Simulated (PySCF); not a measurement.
Name the molecule from its bond curve

A diatomic of charge 0 contains Se. Its doublet curve at revPBE in a double-zeta basis (no relativity, PySCF), in eV from the separated fragments:

```json
{"R (Å)": "2.260", "E (eV)": "-1.843"}
{"R (Å)": "2.365", "E (eV)": "-2.124"}
{"R (Å)": "2.470", "E (eV)": "-2.286"}
{"R (Å)": "2.549", "E (eV)": "-2.350"}
{"R (Å)": "2.628", "E (eV)": "-2.376"}
{"R (Å)": "2.707", "E (eV)": "-2.375"}
{"R (Å)": "2.812", "E (eV)": "-2.339"}
{"R (Å)": "2.943", "E (eV)": "-2.256"}
{"R (Å)": "3.101", "E (eV)": "-2.124"}
{"R (Å)": "3.311", "E (eV)": "-1.922"}
```

The fit gives ωe = 251 cm⁻¹ and the rotational constant Bₑ = 0.1334 cm⁻¹.

**Question.** Which atom is the partner?

**Answer.** The minimum lies at 2.661 Å, so the reduced mass is 16.8576 u Å² cm⁻¹/(Bₑ·Re²) = 17.85 u. With Se at 79.92 u the partner weighs about 23.0 u: Na. The molecule is NaSe.

Spin–orbit coupling is left out. The state is the lowest determinant that a PBE0 search found; another state may lie lower at other levels.
